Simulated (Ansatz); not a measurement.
Relaxation of C2H9BOSi2 (15 atoms, charge 0, multiplicity 1), to a largest force component of 0.02 eV/Å in at most 40 steps.

Level of theory: RKS PBE0-D4/STO-3G in Ansatz.

```xyz
15
Properties=species:S:1:pos:R:3
C -0.807 -0.350 1.278
C 0.238 -0.722 0.625
Si 0.467 -2.520 0.323
O 1.333 0.172 0.232
B 1.069 1.540 -0.314
Si -0.557 2.109 -1.231
H -1.590 -1.006 1.584
H -0.955 0.754 1.511
H 1.432 -2.691 -0.746
H 1.070 -3.132 1.571
H -0.796 -3.161 0.041
H 2.042 2.231 -0.437
H -0.348 3.370 -1.973
H -1.676 2.328 -0.255
H -0.945 1.027 -2.178
```

**Question.** Where does it end, and by what steps?

**Answer.** The run converged. The force dipped under the threshold on the way, but the program's further checks kept it going. Limits of this set-up: minimal basis. After 18 steps the energy has fallen by 0.982 eV; H10 moved furthest, 0.87 Å.

```
step  energy less start (eV)  largest force component (eV/Å)  accepted
   0                  0.0000                           4.626       yes
   1                 -0.6798                           2.500       yes
   2                 -0.8278                           1.554       yes
   3                 -0.9155                           0.864       yes
   4                 -0.9459                           0.249       yes
   5                 -0.9546                           0.190       yes
   6                 -0.9612                           0.116       yes
   7                 -0.9651                           0.133       yes
   8                 -0.9701                           0.131       yes
   9                 -0.9726                           0.140       yes
  10                 -0.9753                           0.115       yes
  11                 -0.9777                           0.091       yes
  12                 -0.9795                           0.063       yes
  13                 -0.9807                           0.052       yes
  14                 -0.9810                           0.094       yes
  15                 -0.9817                           0.051       yes
  16                 -0.9820                           0.014       yes
  17                 -0.9822                           0.006       yes
  18                 -0.9823                           0.009       yes
```

```xyz
15
Properties=species:S:1:pos:R:3
C -1.006 -0.279 1.306
C 0.143 -0.657 0.736
Si 0.559 -2.403 0.194
O 1.216 0.283 0.594
B 1.096 1.406 -0.150
Si -0.456 1.949 -1.234
H -1.814 -0.994 1.476
H -1.188 0.753 1.623
H 0.923 -2.392 -1.203
H 1.667 -2.900 0.976
H -0.608 -3.224 0.401
H 2.064 2.076 -0.112
H -0.041 2.773 -2.345
H -1.390 2.730 -0.454
H -1.188 0.828 -1.777
```

Run time: 3.1 min on 1 CPU thread of a shared host.
